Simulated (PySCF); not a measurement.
An unknown is described by computed data only.

Formula: C4H6F4O.

* Rotational structure: rotational constants A, B, C: 3.440, 0.855, 0.804 GHz [GFN2-xTB]
* 1H NMR: chemical shifts (computed TMS as zero) by class: 5.69 (1 H), 3.78 (3 H), 2.72 (1 H), 2.33 (1 H) ppm [GIAO PBE0/pcSseg-1]
* Dipole: 2.87 D [PBE0/def2-SVPD]
* 13C NMR: chemical shifts (computed TMS as zero) by class: 133.8 (1 C), 113.5 (1 C), 58.6 (1 C), 45.5 (1 C) ppm [GIAO PBE0/pcSseg-1]
* Triplet: lowest triplet excitation (Tamm–Dancoff): 7.97 eV [TDA PBE0/def2-SVPD]
* UV, first state: lowest singlet excitation: 8.17 eV (152 nm, f = 0.015) [TDDFT PBE0/def2-SVPD]
* UV, strongest line: among the 6 lowest singlet transitions: S6 at 9.41 eV (132 nm, f = 0.043) [TDDFT PBE0/def2-SVPD]

Electronic properties: PySCF, gas phase, density fitting. Levels stand in brackets. Geometry: GFN2-xTB, one conformer, isolated molecule. NMR values are class means; diastereotopic atoms form classes of their own.

Q: Propose a structure and show how it fits.

A: Numbering: `[CH3:1][O:2][C@@H:3]([F:4])[CH2:5][C:6]([F:7])([F:8])[F:9]`. Its formula, C4H6F4O, gives 0 degrees of unsaturation, so no ring and no π bond. 4 carbons fall into 4 classes; from least to most shielded: CF3 carbon [C6] (133.8 ppm), sp3 C–F carbon [C3] (113.5 ppm), methoxy carbon [C1] (58.6 ppm), chain CH2 carbon [C5] (45.5 ppm). Hydrogen classes from least to most shielded: 1 H on an sp3 C–F carbon, C3 (5.69 ppm), 3 H on a methoxy carbon, C1 (3.78 ppm, a mean of values up to 0.7 ppm apart in this geometry), 1 H on a chain CH2 carbon, C5 (2.72 ppm), 1 H on a chain CH2 carbon, C5 (2.33 ppm). The optimised geometry has point group C1 and is an asymmetric top. Structure: `CO[C@@H](F)CC(F)(F)F`. Computed isomers that give other values at the same levels: `COC[C@H](F)C(F)(F)F` (13C chemical shifts (computed TMS as zero) by class: 131.7 (1 C), 95.7 (1 C), 77.1 (1 C), 61.8 (1 C) ppm); `FCCCOC(F)(F)F` (13C chemical shifts (computed TMS as zero) by class: 130.9 (1 C), 81.3 (1 C), 66.0 (1 C), 34.9 (1 C) ppm); `OC[C@H](F)CC(F)(F)F` (13C chemical shifts (computed TMS as zero) by class: 134.3 (1 C), 93.3 (1 C), 67.5 (1 C), 37.8 (1 C) ppm). The assignments are read from this structure; whether some other isomer fits the data as well wasn't checked. The mirror image fits equally.

The values belong to the conformer `[CH3:1][O:2][C@@H:3]([F:4])[CH2:5][C:6]([F:7])([F:8])[F:9]`: C1–O2–C3–F4 67°, O2–C3–C5–C6 166°, C3–C5–C6–F7 -55°.
